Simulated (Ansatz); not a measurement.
`FC1(F)C=CC1(F)F` → 4 C• + 4 F• + 2 H•  (atomization)

Gas-phase electronic energies from Ansatz, PBE0-D4/def2-TZVP geometries. CCSD(T)/CBS adds triple-zeta CCSD(T) − MP2 to the extrapolated MP2 energy (def2 sets, frozen cores). This one scheme is used for every species, atoms too. For atomizations the MP2-based limit and the directly extrapolated one differ by several kJ/mol either way, and by 10 to 25 for some Ge, Se and Sn compounds, so smaller differences from it don't rank the levels. Functionals use def2-TZVPP. No spin–orbit coupling; open shells (•) take unrestricted orbitals. Spin–orbit coupling would lower the free atoms: a little for C, F.

`FC1(F)C=CC1(F)F`:

Cartesian coordinates in Å:
```
F -1.269 -0.100 1.602
C -0.783 0.322 0.422
F -1.738 1.066 -0.161
C 0.600 0.907 0.441
C 1.125 -0.047 -0.331
C -0.168 -0.797 -0.483
F -0.204 -2.035 0.037
F -0.674 -0.869 -1.725
H 0.996 1.792 0.920
H 2.114 -0.240 -0.722
```

CCSD(T)/CBS gives +1049.1 kcal/mol.

Question: Another level gave +1063.1 kcal/mol. Which?
A. BHLYP-D4/def2-TZVPP
B. PBE0/def2-TZVPP
C. SCS-MP2/def2-TZVPP
D. MP2/def2-TZVPP

Answer: B. PBE0 1063.1, SCS-MP2/def2-TZVPP 1037.9, BHLYP-D4 991.5, MP2/def2-TZVPP 1066.0 kcal/mol.

Question: What do rigid-rotor, harmonic-oscillator terms from PBE0-D4/def2-TZVP frequencies (298.15 K, 1 bar) make of the CCSD(T)/CBS value? (Estimate.)

Answer: The calculation gave: ΔZPE = -35.1 kcal/mol, ΔH = +1024.1 kcal/mol, ΔS = 1173 J/(mol·K), ΔG = +940.5 kcal/mol. Open shells count their whole term as degenerate.

Largest T1 diagnostic among the species: 0.012.

From PBE to PBE0 (25 % exact exchange), in def2-TZVPP and without D4, ΔE moves by −39.2 kcal/mol: exact exchange takes away binding that semilocal exchange gives to molecules. Leaving LDA and LC-ωPBE aside and taking each functional with its dispersion term where it has one, the values, not all of them listed here, spread over 116.0 kcal/mol, from BHLYP-D4 to PBE-D4. LDA lies +172.7 kcal/mol from PBE without D4, its usual overbinding. In def2-TZVPP, CCSD(T) changes the Hartree–Fock value by +296.7 kcal/mol (the triples alone add +24.4 kcal/mol) and MP2 by +343.4 kcal/mol; breaking electron pairs costs correlation energy, which Hartree–Fock lacks.
